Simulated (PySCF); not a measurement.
CHO$_{2}$ (SMILES O=C=[OH+]), charge +1, singlet, geometry from GFN2-xTB. Base run: PBE/def2-SVP run with PySCF.

Geometry (Å):
```xyz
4

O      1.2131    -0.1441    -0.0617
C      0.1089    -0.0006    -0.0218
O     -1.0674     0.0779     0.1188
H     -1.8186     0.5337    -0.3264
```
Charge +1, spin multiplicity 1.
All else is at PySCF's defaults.

Variants of this job, named by their change:

```tsv
change	basis functions	E (Eh)	HOMO (eV)	HOMO-LUMO gap (eV)
base	47	-188.46586	-17.80	8.54
basis = x2c-TZVPall; relativity = none	99	-188.68000	-17.78	8.49
basis = ANO-RCC-VDZP; relativity = spin-free X2C	47	-188.79538	-17.82	8.49
basis = jorge-DZP-DKH; relativity = none	50	-188.63073	-17.76	8.46
basis = ANO-RCC-VDZP; relativity = spin-free X2C; nucleus = Gaussian (with mol.nucmod = 'G')	47	-188.79535	-17.82	8.49
basis = x2c-TZVPall; relativity = spin-free X2C	99	-188.80708	-17.77	8.49
basis = jorge-DZP-DKH; relativity = spin-free X2C; nucleus = Gaussian (with mol.nucmod = 'G')	50	-188.75657	-17.75	8.45
basis = x2c-TZVPall; relativity = spin-free X2C; nucleus = Gaussian (with mol.nucmod = 'G')	99	-188.80705	-17.77	8.49
basis = ANO-RCC-VDZP; relativity = none	47	-188.66176	-17.83	8.50
basis = jorge-DZP-DKH; relativity = spin-free X2C	50	-188.75659	-17.75	8.45
```

Total energies compare only within one method and basis.

Basis sets contracted for a relativistic Hamiltonian are a mismatch without it, so the rows without relativity aren't non-relativistic limits. No row has spin-orbit coupling; sets with core potentials leave out the core electrons.
